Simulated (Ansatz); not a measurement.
C2H6Ga (SMILES [CH3][Ga+][CH3]), charge +1, singlet, at a GFN2-xTB geometry (such geometries of metal compounds can be far from the true shape), with bond 7-6 at 3.0 times its length; HF/6-31G (Ansatz, an electronic-structure program).

Here is a job for Ansatz.
Ansatz 0.2 input:
```yaml
crystal:
  periodic: [false, false, false]
  atoms:
    - {symbol: Ga, position_ang: [0.00343485, 0.00337051, 0.00482448]}
    - {symbol: C, position_ang: [1.58503283, 0.21715874, -1.29447404]}
    - {symbol: H, position_ang: [2.25215008, -0.64381302, -1.17960578]}
    - {symbol: H, position_ang: [2.11754032, 1.14411141, -1.05677161]}
    - {symbol: H, position_ang: [1.19097950, 0.25742562, -2.31550438]}
    - {symbol: C, position_ang: [-1.59522274, -0.22715778, 1.28016163]}
    - {symbol: H, position_ang: [-3.13986697, -3.02368710, 0.51327202]}
    - {symbol: H, position_ang: [-2.27066760, 0.62564235, 1.15359667]}
    - {symbol: H, position_ang: [-1.22523915, -0.26852386, 2.31006886]}
basis:
  gaussian:
    orbitals: 6-31G
hamiltonian:
  xc: hf
total_charge: 1
```

It wrote (shortened):

```
Functional definition: HF
697 factors; integrals over basis functions are off by at most 2.8e-4 eV
mean field evaluation 1: about -54457.2958 eV, gradient 4.6e1 eV
mean field evaluation 2: about -54457.2933 eV, gradient 4.6e1 eV
mean field evaluation 4: about -54464.1089 eV, gradient 1.6e1 eV
mean field evaluation 8: about -54466.0114 eV, gradient 3.9e-1 eV
mean field evaluation 16: about -54463.9748 eV, gradient 3.6e0 eV
mean field evaluation 32: about -54465.9364 eV, gradient 4.2e0 eV
mean field -54466.01351001 eV, -2001.5890781028 hartree, gradient 1.5e-5 eV, S^2 0.000000; 0 other end points of the search recorded, 0 dependent functions left out
reference -54466.01351001 eV, -2001.5890781028 hartree; 24, 24 occupied and 35, 35 virtual orbitals, 697 factors
Total energy: -54466.01351001 eV, -2001.5890781028 hartree
```
